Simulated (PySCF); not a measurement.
A GIAO shielding run with PySCF 2.14.0 with density-fitted response routines (density fitting, non-relativistic, gas phase) on SMILES C=CPc1cccc(F)c1, C8H8FP:

```
$ OMP_NUM_THREADS=1 python probes_run.py task.json out

{"job": {"kind": "nmr", "xc": "B3LYP", "basis": "pcSseg-1", "pop": false}, "charge": 0, "multiplicity": 1}
C      3.417295     0.671242    -0.030851
C      2.448313     0.308652     0.815496
P      1.375744    -1.153097     0.663606
C     -0.273083    -0.356082     0.420711
C     -1.393888    -0.986796     0.973071
C     -2.665876    -0.437940     0.807422
C     -2.834363     0.747112     0.097016
C     -1.711727     1.367305    -0.441837
F     -1.866679     2.500745    -1.124359
C     -0.437527     0.838008    -0.290636
H      4.079415     1.514181     0.190358
H      3.595544     0.135557    -0.969309
H      2.311823     0.874027     1.746617
H      1.665812    -1.432239    -0.708046
H     -1.266346    -1.912957     1.538873
H     -3.536587    -0.936084     1.240160
H     -3.816093     1.202463    -0.045247
H      0.415251     1.363517    -0.726662
```

Hardware: 1 thread of an Arm Neoverse N1, shared host. The job also computes ring-centre shieldings.

**Question.** How large is the calculation?

**Answer.** 80 electrons, 217 basis functions and 1142 auxiliary functions.

**Question.** How long does it take, and how much memory does it need?

**Answer.** 65 s of wall time, with 14 SCF cycles and 4 response iterations; peak memory 1 GiB. Times on a shared host scatter by some tens of per cent.

**Question.** And these other runs on the same molecule and hardware: GIAO shielding at PBE0/pcSseg-1?

**Answer.** PBE0/pcSseg-1: 217 functions, 79 s.
